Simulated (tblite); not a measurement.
Compound: CH₇Ge₂O (doublet state).
SMILES with atom numbers: `[CH2:1][O:2][GeH2:3][GeH3:4]` (hydrogens: H5, H6 on C1; H7, H8 on Ge3; H9, H10, H11 on Ge4)

Computed with GFN2-xTB (tblite), gas phase: L-BFGS steps from a force-field or distance-geometry start until the largest atomic force falls under 0.01 eV/Å.

At the end of the run (lengths in Å): Ge3–Ge4 2.394, O2–Ge3 1.789, Ge4–H9 1.501, Ge4–H10 1.498, Ge4–H11 1.498, Ge3–H7 1.507, Ge3–H8 1.525, Ge4–Ge3–H7 123.2°, C1–O2–Ge3 122.3°, O2–Ge3–H8 105.9°, O2–Ge3–H7 98.9°, C1–O2–Ge3–Ge4 -37°, H5–C1–O2–Ge3 169°, H9–Ge4–Ge3–O2 63°.

Question: These geometries were met on the way; a selection of coordinates is given. Order them by energy above the end point, lowest first.
A. Ge3–Ge4 2.362, O2–Ge3 1.843, Ge4–H9 1.510, Ge4–H10 1.515, Ge4–H11 1.511, Ge3–H7 1.490, Ge3–H8 1.542, Ge4–Ge3–H7 112.9°, C1–O2–Ge3 116.3°, O2–Ge3–H8 109.4°, O2–Ge3–H7 105.2°, C1–O2–Ge3–Ge4 -39°, H5–C1–O2–Ge3 122°, H9–Ge4–Ge3–O2 55°
B. Ge3–Ge4 2.398, O2–Ge3 1.791, Ge4–H9 1.554, Ge4–H10 1.549, Ge4–H11 1.544, Ge3–H7 1.549, Ge3–H8 1.536, Ge4–Ge3–H7 108.4°, C1–O2–Ge3 114.0°, O2–Ge3–H8 114.0°, O2–Ge3–H7 105.6°, C1–O2–Ge3–Ge4 -42°, H5–C1–O2–Ge3 123°, H9–Ge4–Ge3–O2 57°
C. Ge3–Ge4 2.366, O2–Ge3 1.766, Ge4–H9 1.499, Ge4–H10 1.489, Ge4–H11 1.494, Ge3–H7 1.513, Ge3–H8 1.504, Ge4–Ge3–H7 119.2°, C1–O2–Ge3 121.3°, O2–Ge3–H8 106.5°, O2–Ge3–H7 103.5°, C1–O2–Ge3–Ge4 -40°, H5–C1–O2–Ge3 130°, H9–Ge4–Ge3–O2 55°
D. Ge3–Ge4 2.408, O2–Ge3 1.807, Ge4–H9 1.502, Ge4–H10 1.495, Ge4–H11 1.501, Ge3–H7 1.518, Ge3–H8 1.531, Ge4–Ge3–H7 123.3°, C1–O2–Ge3 121.1°, O2–Ge3–H8 104.9°, O2–Ge3–H7 101.0°, C1–O2–Ge3–Ge4 -39°, H5–C1–O2–Ge3 136°, H9–Ge4–Ge3–O2 54°
E. Ge3–Ge4 2.337, O2–Ge3 1.821, Ge4–H9 1.476, Ge4–H10 1.473, Ge4–H11 1.475, Ge3–H7 1.499, Ge3–H8 1.517, Ge4–Ge3–H7 116.9°, C1–O2–Ge3 118.0°, O2–Ge3–H8 106.6°, O2–Ge3–H7 103.2°, C1–O2–Ge3–Ge4 -39°, H5–C1–O2–Ge3 125°, H9–Ge4–Ge3–O2 55°

Answer: D (0.048 eV), C (0.079 eV), E (0.137 eV), A (0.224 eV), B (0.370 eV).

| step | E above end (eV) | rms distance from the end, all atoms (Å) | largest force (eV/Å) | rms shift of all bonds from the end (Å) |
| --- | --- | --- | --- | --- |
| 13 | 0.048 | 0.187 | 0.158 | 0.008 |
| 8 | 0.079 | 0.208 | 0.393 | 0.014 |
| 5 | 0.137 | 0.233 | 0.380 | 0.025 |
| 2 | 0.224 | 0.254 | 0.792 | 0.023 |
| 0 | 0.370 | 0.271 | 1.169 | 0.032 |

Rows stand in the order of the answer.
